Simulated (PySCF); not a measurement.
H4S3Si. Atoms are numbered in the order given.

```xyz
8

Si    -0.3800     0.3213     0.1843
S     -0.8358    -0.5968    -1.6918
S     -0.0455    -1.2988     1.5482
S      1.2819     1.6261    -0.1218
H     -1.4448     1.2190     0.7098
H     -1.6623    -1.5264    -1.1596
H     -0.0899    -0.5157     2.6502
H      2.1074     0.6383    -0.5350
```

Geometry optimised at PBE0-D3(BJ)/def2-SVP. One conformer was computed; it need not be the lowest.

The numbers are results of TDDFT-ωB97X/def2-SVPD (PySCF 2.14.0), not measurements.

Vertical excitations. Isolated molecule, no solvent.

Question: Give excitation energies, oscillator strengths and character. (Estimate from the structure and the level; the computed values follow.)

Answer: 
| state | energy (eV) | λ (nm) | f | main pairs |
|---|---|---|---|---|
| S1 | 6.05 | 205 | 0.004 | HOMO→LUMO 69 % |
| S2 | 6.24 | 199 | 0.001 | HOMO−1→LUMO 52 %, HOMO−1→LUMO+4 24 % |
| S3 | 6.33 | 196 | 0.001 | HOMO−2→LUMO 46 %, HOMO→LUMO+5 7 % |
| S4 | 6.80 | 182 | 0.054 | HOMO→LUMO+1 49 %, HOMO→LUMO+2 14 %, HOMO−2→LUMO+3 9 %, HOMO−2→LUMO+1 8 % |
| S5 | 6.88 | 180 | 0.043 | HOMO−1→LUMO+1 43 %, HOMO−1→LUMO+2 34 % |
| S6 | 6.99 | 177 | 0.042 | HOMO→LUMO+3 42 %, HOMO−2→LUMO+1 20 %, HOMO→LUMO+2 11 % |
| S7 | 7.22 | 172 | 0.046 | HOMO→LUMO+2 32 %, HOMO→LUMO+4 15 %, HOMO−2→LUMO+2 9 %, HOMO→LUMO+3 6 % |
| S8 | 7.34 | 169 | 0.006 | HOMO−1→LUMO+2 22 %, HOMO−1→LUMO+3 10 %, HOMO→LUMO+3 8 %, HOMO−2→LUMO+2 7 % |
| S9 | 7.55 | 164 | 0.023 | HOMO−1→LUMO+3 31 %, HOMO−1→LUMO+6 16 %, HOMO−1→LUMO+5 14 %, HOMO−2→LUMO+2 5 % |
| S10 | 7.68 | 161 | 0.013 | HOMO−2→LUMO+1 11 %, HOMO−1→LUMO+2 9 %, HOMO−2→LUMO 8 %, HOMO→LUMO+4 7 % |
| T1 | 5.69 | 218 | 0 | HOMO→LUMO 62 % |
| T2 | 5.88 | 211 | 0 | HOMO−1→LUMO 47 %, HOMO−1→LUMO+4 23 %, HOMO−2→LUMO+4 8 % |
| T3 | 5.97 | 208 | 0 | HOMO−2→LUMO 41 %, HOMO−1→LUMO+4 9 %, HOMO→LUMO+5 7 %, HOMO→LUMO+6 7 % |
| T4 | 6.32 | 196 | 0 | HOMO→LUMO+1 38 %, HOMO→LUMO+2 19 %, HOMO−2→LUMO+1 7 %, HOMO−2→LUMO+3 6 % |
Triplets are in the Tamm–Dancoff approximation, which puts them higher than full response would, so one can lie above its singlet here.
